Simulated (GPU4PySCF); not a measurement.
perylene diimide (C₂₄H₁₀N₂O₄), SMILES c12c3c4ccc2C(NC(=O)c1ccc3c1c2c4ccc3C(NC(c(c23)cc1)=O)=O)=O.

Geometry optimised at PBE-D3(BJ)/def2-SVP.

All values below come from PBE-D3(BJ)/def2-SVP (GPU4PySCF).

No scaling factor is applied to the harmonic values.

Question: List the normal modes with their intensities. (Estimate from the structure and the level; the computed values follow.)

Answer: 
```csv
mode,ν (cm⁻¹),IR (km/mol),moving atoms (share of kinetic energy)
1,27,0.0,"C 49 %, O 45 %"
2,37,1.3,"C 51 %, O 32 %, N 13 %"
3,75,0.0,"O 57 %, C 38 %"
4,90,0.0,"C 71 %, O 15 %, H 9 %"
5,90,0.0,"C 51 %, O 41 %, H 8 %"
6,136,2.5,"C 45 %, O 44 %"
7,141,0.0,"O 39 %, N 39 %, C 18 %"
8,142,6.3,"N 43 %, O 39 %, C 14 %"
9,185,10.8,"C 77 %, H 15 %"
10,188,0.0,"C 62 %, N 22 %, H 15 %"
11,211,0.9,"C 76 %, N 15 %, H 8 %"
12,227,0.0,"C 48 %, O 40 %, N 11 %"
13,245,0.0,"O 51 %, C 47 %"
14,266,0.0,"C 85 %, H 10 %"
15,309,0.0,"C 81 %, H 14 %"
16,334,0.6,"C 52 %, O 41 %"
17,343,0.0,"C 88 %, H 9 %"
18,361,63.5,"O 77 %, C 19 %"
19,379,0.0,"C 74 %, O 17 %"
20,388,0.0,"O 54 %, C 26 %, N 16 %"
21,419,0.0,"C 72 %, O 22 %"
22,423,16.8,"C 69 %, O 23 %"
23,441,0.0,"C 87 %, H 11 %"
24,451,47.0,"C 70 %, N 25 %"
25,466,0.0,"C 75 %, H 24 %"
26,466,0.0,"C 74 %, O 17 %"
27,475,0.3,"C 76 %, H 24 %"
28,509,5.5,"C 55 %, O 40 %"
29,530,0.0,"C 82 %, H 16 %"
30,541,0.0,"C 74 %, O 22 %"
31,558,0.0,C 89 %
32,572,2.5,"C 85 %, H 12 %"
33,599,0.3,"C 81 %, O 12 %"
34,631,0.0,"C 81 %, H 17 %"
35,639,0.0,"C 73 %, H 25 %"
36,644,0.0,"C 67 %, N 28 %"
37,654,44.1,"C 73 %, N 20 %"
38,662,0.0,"C 64 %, O 18 %, N 10 %, H 8 %"
39,675,0.0,"C 63 %, H 35 %"
40,712,29.8,"H 56 %, C 42 %"
41,714,10.6,"C 62 %, O 21 %, N 9 %, H 8 %"
42,724,8.6,"C 58 %, H 16 %, N 14 %, O 13 %"
43,724,0.0,"C 63 %, O 23 %, N 9 %"
44,736,0.0,"H 59 %, C 35 %"
45,750,0.0,"C 77 %, H 17 %"
46,769,169.2,"C 47 %, H 34 %, N 14 %"
47,769,0.0,"C 87 %, H 8 %"
48,771,0.0,"C 46 %, H 40 %, N 10 %"
49,788,27.0,"C 86 %, H 12 %"
50,812,0.0,"C 68 %, H 16 %, N 9 %"
51,818,0.0,"C 86 %, H 10 %"
52,844,48.5,"H 58 %, C 42 %"
53,849,0.0,"H 64 %, C 36 %"
54,852,0.0,"C 62 %, H 36 %"
55,869,2.1,"C 86 %, H 13 %"
56,871,0.0,"C 53 %, H 47 %"
57,918,5.2,"C 75 %, H 16 %"
58,947,0.0,"C 73 %, H 27 %"
59,949,24.5,"C 80 %, H 10 %"
60,981,0.0,"H 65 %, C 35 %"
61,984,0.0,"H 69 %, C 31 %"
62,984,1.0,"H 70 %, C 30 %"
63,989,0.0,"C 52 %, H 48 %"
64,1024,0.0,"C 77 %, H 19 %"
65,1053,0.0,"C 51 %, H 43 %"
66,1095,36.7,"C 67 %, H 26 %"
67,1103,0.0,"H 54 %, C 39 %"
68,1108,11.8,"H 76 %, C 24 %"
69,1159,27.9,"H 71 %, C 29 %"
70,1164,0.0,"H 56 %, C 42 %"
71,1174,6.5,"C 53 %, H 37 %, N 10 %"
72,1175,0.0,"C 55 %, H 36 %, N 8 %"
73,1177,61.8,"C 49 %, H 43 %"
74,1183,0.0,"C 51 %, H 45 %"
75,1257,0.0,"C 80 %, H 14 %"
76,1265,0.0,"C 57 %, H 40 %"
77,1270,112.6,"C 66 %, H 29 %"
78,1287,0.0,"C 57 %, H 39 %"
79,1306,34.4,"C 85 %, H 15 %"
80,1327,617.4,"C 63 %, H 25 %, N 11 %"
81,1355,48.9,"C 39 %, H 29 %, N 27 %"
82,1355,11.7,"C 84 %, H 15 %"
83,1359,0.0,"H 43 %, N 40 %, O 11 %"
84,1372,0.0,"C 83 %, H 8 %"
85,1372,12.3,"C 64 %, N 16 %, H 14 %"
86,1402,0.0,C 95 %
87,1416,147.5,C 93 %
88,1418,0.0,C 98 %
89,1432,87.7,C 91 %
90,1449,0.0,"C 77 %, H 22 %"
91,1455,0.0,C 95 %
92,1471,0.3,"C 80 %, H 19 %"
93,1527,29.9,"C 91 %, H 8 %"
94,1540,0.0,"C 91 %, H 8 %"
95,1572,0.0,"C 89 %, H 11 %"
96,1583,76.6,C 93 %
97,1595,0.0,C 94 %
98,1603,3.5,C 94 %
99,1611,448.4,C 96 %
100,1620,0.0,C 97 %
101,1742,2.3,"C 64 %, O 29 %"
102,1742,819.8,"C 64 %, O 29 %"
103,1745,857.9,"C 67 %, O 33 %"
104,1749,0.0,"C 67 %, O 33 %"
105,3134,1.3,"H 92 %, C 8 %"
106,3135,0.0,"H 92 %, C 8 %"
107,3137,0.0,"H 92 %, C 8 %"
108,3137,2.5,"H 92 %, C 8 %"
109,3147,0.0,"H 91 %, C 9 %"
110,3147,4.0,"H 91 %, C 9 %"
111,3153,4.9,"H 92 %, C 8 %"
112,3153,0.0,"H 92 %, C 8 %"
113,3496,208.5,H 93 %
114,3496,0.1,H 93 %
```
